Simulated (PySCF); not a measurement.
C3H7ClSi, SMILES C/C=C/[SiH2]Cl.

Geometry optimised at PBE0-D3(BJ)/def2-SVP. The structure was generated by enumeration; whether it is a known compound was not checked. One conformer was computed; it need not be the lowest.

The numbers are results of TDA-M06-2X/def2-SVPD (PySCF), not measurements.

Vertical excitations. The molecule is in vacuum.

| state | energy (eV) | λ (nm) | f | main pairs |
|---|---|---|---|---|
| S1 | 6.62 | 187 | 0.003 | HOMO−1→LUMO 75 % |
| S2 | 7.06 | 176 | 0.426 | HOMO→LUMO 72 % |
| S3 | 7.35 | 169 | 0.124 | HOMO−2→LUMO 64 %, HOMO→LUMO 11 % |
| S4 | 7.53 | 165 | 0.149 | HOMO→LUMO+1 79 % |
| S5 | 7.76 | 160 | 0.019 | HOMO−3→LUMO 44 %, HOMO−1→LUMO+2 18 %, HOMO−5→LUMO 7 % |
| S6 | 7.98 | 155 | 0.069 | HOMO→LUMO+2 67 % |
| S7 | 8.09 | 153 | 0.008 | HOMO→LUMO+4 33 %, HOMO→LUMO+3 19 %, HOMO−1→LUMO+2 13 %, HOMO→LUMO+2 9 % |
| S8 | 8.18 | 152 | 0.019 | HOMO−5→LUMO 26 %, HOMO→LUMO+3 19 %, HOMO−1→LUMO+2 14 %, HOMO→LUMO+2 6 % |
| S9 | 8.27 | 150 | 0.021 | HOMO→LUMO+4 39 %, HOMO→LUMO+3 32 %, HOMO→LUMO+5 8 % |
| S10 | 8.45 | 147 | 0.026 | HOMO−1→LUMO+1 49 %, HOMO−2→LUMO+1 13 %, HOMO−1→LUMO+3 10 % |
| T1 | 4.49 | 276 | 0 | HOMO→LUMO 85 % |
| T2 | 6.26 | 198 | 0 | HOMO−1→LUMO 72 %, HOMO−3→LUMO 15 % |
| T3 | 7.00 | 177 | 0 | HOMO−2→LUMO 65 %, HOMO−2→LUMO+2 10 % |
| T4 | 7.34 | 169 | 0 | HOMO→LUMO+1 42 %, HOMO→LUMO+2 23 % |
Triplets are in the Tamm–Dancoff approximation.
